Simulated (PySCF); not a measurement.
**Iodine: a sound run and one with changed settings**

Sound run: I [Kr] 4d10 5s2 5p5, I⁺ [Kr] 4d10 5s2 5p4. All numbers are calculated (PySCF 2.14, a scalar-relativistic core potential, in def2-SVP with the def2 core potential (28 electrons)). The sound run starts from symmetry-adapted Hartree-Fock orbitals and uses a fine grid where one is needed.

Changed run: basis STO-3G, all-electron and non-relativistic. This setting is unsound on purpose.

| species | method | sound run (hartree) | changed run (hartree) | converged |
| --- | --- | --- | --- | --- |
| I | UHF | -296.64961 | -6850.67625 | yes |
| I | MN15 | -296.94922 | -6848.88781 | yes |
| I | PBE | -297.65578 | -6852.16245 | yes |
| I⁺ | UHF | -296.29709 | -6850.40437 | yes |
| I⁺ | MN15 | -296.56811 | -6848.56865 | yes |
| I⁺ | PBE | -297.26975 | -6851.84251 | yes |

Ionisation energy of I:

| method | sound run (eV) | changed run (eV) |
| --- | --- | --- |
| UHF | 9.592 | 7.398 |
| MN15 | 10.371 | 8.685 |
| PBE | 10.504 | 8.706 |

A minimal basis cannot let orbitals breathe on ionisation and holds almost no correlation. The Hamiltonian changed with the basis, so the totals do not compare.

For comparison, NIST gives 10.451 eV between the lowest levels.
